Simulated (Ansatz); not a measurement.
C3H6AlBr. Charge 0, multiplicity 1. The bonds changed during the relaxation, so this is another structure than the one it started from. Geometry: relaxed with PBE0-D4/def2-TZVP.

```xyz
11

Br   -0.988   -0.830   -1.979
C     0.664   -0.051   -1.029
C     0.662   -0.628    0.381
C    -0.495    0.086    1.134
Al   -0.698    1.234   -0.458
H     1.489   -0.267   -1.699
H     0.619   -1.721    0.425
H     1.627   -0.326    0.811
H    -1.336   -0.576    1.351
H    -0.170    0.528    2.077
H    -1.375    2.550   -1.015
```

Q: What is the dipole moment at r2SCAN/def2-TZVPP? (Estimate.)

A: Ansatz gave: 1.39 D, with components (1.17, -0.02, 0.75) D in this frame, pointing from negative to positive charge.

Q: And with PBE, B3LYP, ωB97M-V? (Best estimate.)

A: Computed: PBE 1.30 D, B3LYP 1.35 D, ωB97M-V 1.36 D.

Q: Give the Mulliken charges with r2SCAN, B3LYP, ωB97M-V in def2-TZVPP. (Best estimate.)

A: Computed: 
```
atom  r2SCAN  B3LYP  ωB97M-V
 Br1   -0.15  -0.15    -0.11
  C2   -0.16  -0.14    -0.22
  C3    0.05  -0.09    -0.13
  C4   -0.34  -0.33    -0.41
 Al5    0.44   0.37     0.37
  H6    0.10   0.14     0.16
  H7    0.04   0.08     0.11
  H8    0.04   0.08     0.10
  H9    0.06   0.09     0.11
 H10    0.06   0.08     0.10
 H11   -0.14  -0.12    -0.09
```

B3LYP here is the variant with VWN-RPA as its local correlation; programs differ in this.
